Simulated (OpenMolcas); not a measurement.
# Ni2+: effect of the metal basis

Ni2+ with its 8 nearest fluoride ions at 2.212 Å, on the Ca site of CaF2 (a = 5.46294 Å, distance in the model lattice 2.366 Å). The rest of the host is ab initio model potentials to 7.6 Å and point charges beyond; the distance is set by hand and nothing relaxes.

```json
{"Program": "OpenMolcas", "Method": "CASSCF", "Spin-orbit coupling": "RASSI with atomic mean-field integrals over the reference wave functions"}
```

Fixed: ligand basis ANO-RCC-VDZP, active space 8 electrons in 5 orbitals (3d), DKH2 Hamiltonian.

States (labels of O, the rotations of Oh). Energies in cm-1 above the lowest state or level, χT in cm3 K/mol; under a threefold ground state the first gap can be a small split of the lowest multiplet, not the spin-orbit step; 10Dq and B are least-squares fits to the states below 45000 cm-1, weighted by degeneracy, with a free offset, and given where the rms deviation is under 5 % of |10Dq| (or 100 cm-1) and under 700 cm-1; 10Dq is negative for this site.

```json
{"Run": "A", "Metal basis": "ANO-RCC-VDZP", "Ground state": "3T1", "First state of that spin": "3T2 2539", "10Dq": "-3022", "B (rms of fit)": "1279 (47)", "First gap with spin-orbit (degeneracies)": "367.9 (1, 3)", "χT at 300 K": "2.592", "First state of another spin": "1T2 16853", "Cost": "roughly 20 core-seconds"}
{"Run": "B", "Metal basis": "ANO-RCC-VTZP", "Ground state": "3T1", "First state of that spin": "3T2 2521", "10Dq": "-3006", "B (rms of fit)": "1298 (46)", "First gap with spin-orbit (degeneracies)": "361.3 (1, 3)", "χT at 300 K": "2.610", "First state of another spin": "1T2 17123", "Cost": "roughly 24 core-seconds"}
```

Against A, |10Dq| changes by -0.5 % in B.

Costs are those of the RASSCF and RASSI steps.

An orbital triplet at a regular site is open to Jahn-Teller coupling, which can distort the site and quench the lowest spin-orbit gaps and is left out. Without dynamic correlation the repulsion within the d shell is too large (B by tens of per cent), so at a given field states of lower spin stand too high. Ligand-to-metal charge-transfer states are missing. With no ligand orbital active B as a rule stays too high, so bands that hang on it stand too high and its fall with covalency is understated. With metal d orbitals alone and no dynamic correlation 10Dq can be off by a tenth to a fifth, either way, in oxide and fluoride hosts. No measured value stands beside these numbers; the geometry was set by hand and not optimised.
